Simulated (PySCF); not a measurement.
SMILES C#CCC[SeH] (GFN2-xTB optimised geometry):

```
11

C      1.621    -0.675    -0.010
C      0.426    -0.731     0.000
C     -1.023    -0.731     0.000
C     -1.581     0.688     0.000
Se    -1.196     1.663    -1.675
H      2.670    -0.663    -0.011
H     -1.380    -1.275    -0.879
H     -1.380    -1.252     0.895
H     -2.670     0.677     0.076
H     -1.170     1.275     0.822
H      0.226     1.421    -1.615
```

Level of theory: B3LYP/def2-TZVP in PySCF.

Task: What are the frontier orbital energies and the dipole moment?

Result: HOMO-2 -7.82 eV, HOMO-1 -7.72 eV, HOMO -6.29 eV, LUMO -0.11 eV, LUMO+1 0.59 eV; dipole moment 1.45 D.

Meta-Löwdin charges at B3LYP/def2-TZVP: C1 -0.23, C2 -0.03, C3 -0.19, C4 -0.26, Se5 -0.05, H6 0.17, H7 0.14, H8 0.13, H9 0.12, H10 0.13, H11 0.06.
